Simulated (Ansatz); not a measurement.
Coupled-cluster diagnostics for Al(PH3)F3 (AlPH3F3), Ansatz.

Geometry of the singlet (B3LYP-D4/def2-SVP):

```xyz
8

Al    0.6348    1.2504   -0.1047
F     0.8999    1.2672   -1.7484
F     1.9429    0.9662    0.8854
F    -0.5900    2.2088    0.4900
P    -0.4975   -0.9827    0.0828
H     0.2075   -2.1231   -0.3703
H    -1.7203   -1.1609   -0.6070
H    -0.8772   -1.4259    1.3721
```

Correlated methods freeze 13 core orbitals.

Q: Estimate the CCSD(T) correlation energy, the shares of MP2 and (T), T1 and the reference's ⟨S²⟩ for: charge 0, singlet, own geometry in def2-SVP; and the rough time on 2 threads of Intel Xeon Platinum 8375C on a shared host.

A: 
```csv
state,basis,correlation (eV),MP2 share (%),(T) share (%),T1,⟨S²⟩ (pure),wall time
"charge 0, singlet, own geometry",def2-SVP,-21.601,94.5,1.5,0.012,0.00 (0.00),3.8 s
```
Customary marks for T1 are 0.02 (closed shells), 0.045 (open shells) and about 0.05 (3d metals). T1 stays under 0.02 throughout.
